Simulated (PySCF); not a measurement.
BiH₃, SMILES [BiH3]. Heavy atoms are numbered as in [BiH3:1]. Hydrogens are named by the atom that carries them.

Geometry: B3LYP-D3(BJ)/def2-TZVPD. The def2 effective core potentials stand for the cores of Bi; spin–orbit coupling is left out.

These are PySCF with ωB97X/def2-TZVPD values and carry that method's errors.

Mulliken values depend strongly on the basis, most of all with diffuse functions as here. ESP charges are fitted to the potential on shells at 1.4 to 2.0 van der Waals radii. Atomic charges (e), one atom of each kind:

```csv
atom,ESP fit,Mulliken
Bi1 (BiH3),?,0.26
H on Bi1,?,-0.09
```

What belongs in the gaps? (Estimate from the structure and the level; the computed values follow.)


- Bi1 (BiH3), ESP fit: 0.22
- H on Bi1, ESP fit: -0.07
